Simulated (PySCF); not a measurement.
B(H)2(vinyl) (C₂H₅B), SMILES C=CB.

Coordinates come from a B3LYP-D3(BJ)/def2-TZVP optimisation.

All values below come from TDDFT-CAM-B3LYP/def2-SVPD run with PySCF.

Vertical excitations.  State labels are in the subgroup Cs.

| state | symmetry | energy (eV) | λ (nm) | f | main pairs |
|---|---|---|---|---|---|
| S1 | A" | 5.43 | 228 | 0.000 | HOMO−1→LUMO 92 % |
| S2 | A" | 5.53 | 224 | 0.002 | HOMO−2→LUMO 92 % |
| S3 | A' | 6.05 | 205 | 0.306 | HOMO→LUMO 98 % |
| S4 | A" | 7.60 | 163 | 0.003 | HOMO−3→LUMO 90 % |
| S5 | A" | 8.19 | 151 | 0.081 | HOMO→LUMO+1 77 %, HOMO→LUMO+2 18 % |
| S6 | A" | 8.60 | 144 | 0.005 | HOMO−2→LUMO+3 68 %, HOMO−4→LUMO 25 % |
| S7 | A' | 8.87 | 140 | 0.082 | HOMO→LUMO+3 88 % |
| S8 | A" | 8.94 | 139 | 0.000 | HOMO−1→LUMO+3 68 %, HOMO→LUMO+4 12 % |
| S9 | A" | 8.96 | 138 | 0.000 | HOMO→LUMO+4 79 % |
| S10 | A" | 9.12 | 136 | 0.007 | HOMO→LUMO+2 76 %, HOMO→LUMO+1 17 % |
| T1 | A' | 3.60 | 344 | 0 | HOMO→LUMO 92 % |
| T2 | A" | 4.93 | 251 | 0 | HOMO−1→LUMO 77 %, HOMO−2→LUMO 17 % |
| T3 | A" | 4.96 | 250 | 0 | HOMO−2→LUMO 79 %, HOMO−1→LUMO 18 % |
| T4 | A" | 7.02 | 177 | 0 | HOMO−3→LUMO 83 % |
Triplets are in the Tamm–Dancoff approximation, which puts them higher than full response would, so one can lie above its singlet here.
